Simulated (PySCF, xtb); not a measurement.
GeH3, SMILES [GeH3] (connectivity only; charge and spin as stated), charge +1, multiplicity 1.

xtb with GFN2-xTB at its own geometry gives an orbital gap of 3.81 eV.

Geometry: r2SCAN-D4/def2-TZVPD. The multiplicity is an assumed one; other spin states were not compared. The isomer is the one that the SMILES or the coordinates give; other isomers of the formula were not compared.

Task: What does M06-2X/def2-TZVPD (PySCF) give? (Estimate from the structure and the level; the computed values follow.)

Result: gap 9.25 eV (levels -18.45 and -9.21 eV).
